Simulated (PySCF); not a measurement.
# Radial density of Ar³⁺ (argon, charge +3)

B3LYP, [Ne] 3s2 3p3, high-spin 4S determinant. All numbers are calculated (PySCF 2.14, the spin-free X2C one-electron Hamiltonian (Gaussian nucleus), in aug-cc-pCVTZ-DK).

| r (bohr) | 4πr²ρ (e/bohr) | 4πr²(ρα − ρβ) |
| --- | --- | --- |
| 0.00174 | 0.1693 | 0.0000 |
| 0.00292 | 0.4361 | 0.0000 |
| 0.00491 | 1.099 | 0.0000 |
| 0.00826 | 2.658 | 0.0000 |
| 0.0139 | 5.961 | 0.0003 |
| 0.0234 | 11.75 | 0.0026 |
| 0.0393 | 18.59 | 0.0161 |
| 0.0661 | 20.67 | 0.0789 |
| 0.111 | 15.65 | 0.2884 |
| 0.187 | 16.42 | 0.6209 |
| 0.315 | 20.82 | 0.4392 |
| 0.529 | 9.642 | 0.0217 |
| 0.890 | 4.216 | 1.8413 |
| 1.50 | 3.448 | 2.0813 |
| 2.52 | 0.3868 | 0.2754 |
| 4.24 | 0.002410 | 0.0020 |

Densities and radii are taken from the X2C orbitals without a picture-change correction, which distorts them close to the nucleus.
